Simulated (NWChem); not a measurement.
System: CH₃FOTe; SMILES CO[Te]F

```xyz
7

Te     0.3144    -0.4756     0.0282
F     -1.5714    -0.9374    -0.0694
O      0.1573     1.3913    -0.5680
C     -0.3406     2.3558     0.3352
H      0.1985     2.3527     1.2990
H     -0.2043     3.3387    -0.1423
H     -1.4157     2.2095     0.5334
```
Atoms are numbered in this order, from 1.

Results from NWChem. Medium grid unless said otherwise, to which SCAN and Minnesota functionals are sensitive. Geometry: optimised at PBE0/def2-SVP. def2 effective core potentials on Te; no spin-orbit coupling. Total energies of different functionals are on different scales.

```json
[
 {"level": "B3LYP/def2-SVP", "energy (Ha)": "-482.8772", "highest occupied level (eV)": "?", "orbital gap (eV)": "?", "dipole (D)": "?"},
 {"level": "PBE/def2-SVP", "energy (Ha)": "-482.5598", "highest occupied level (eV)": "-4.98", "orbital gap (eV)": "2.18", "dipole (D)": "2.21"},
 {"level": "LDA (Slater exchange, PW92)/def2-SVP", "energy (Ha)": "-480.8529", "highest occupied level (eV)": "-5.12", "orbital gap (eV)": "2.07", "dipole (D)": "2.26"},
 {"level": "M06-2X/def2-SVP", "energy (Ha)": "-482.6156", "highest occupied level (eV)": "-7.52", "orbital gap (eV)": "6.58", "dipole (D)": "2.61"},
 {"level": "OLYP/def2-SVP", "energy (Ha)": "-482.9940", "highest occupied level (eV)": "-4.84", "orbital gap (eV)": "2.25", "dipole (D)": "2.26"},
 {"level": "LRC-wPBEh/def2-SVP", "energy (Ha)": "-482.6075", "highest occupied level (eV)": "-8.12", "orbital gap (eV)": "7.81", "dipole (D)": "2.48"},
 {"level": "TPSS/def2-SVP", "energy (Ha)": "-482.7178", "highest occupied level (eV)": "-5.10", "orbital gap (eV)": "2.36", "dipole (D)": "2.26"},
 {"level": "SCAN/def2-SVP", "energy (Ha)": "-482.8144", "highest occupied level (eV)": "-5.30", "orbital gap (eV)": "2.53", "dipole (D)": "2.38"}
]
```

Some entries are withheld; supply them.


- B3LYP/def2-SVP, highest occupied level (eV): -6.00
- B3LYP/def2-SVP, orbital gap (eV): 3.79
- B3LYP/def2-SVP, dipole (D): 2.43
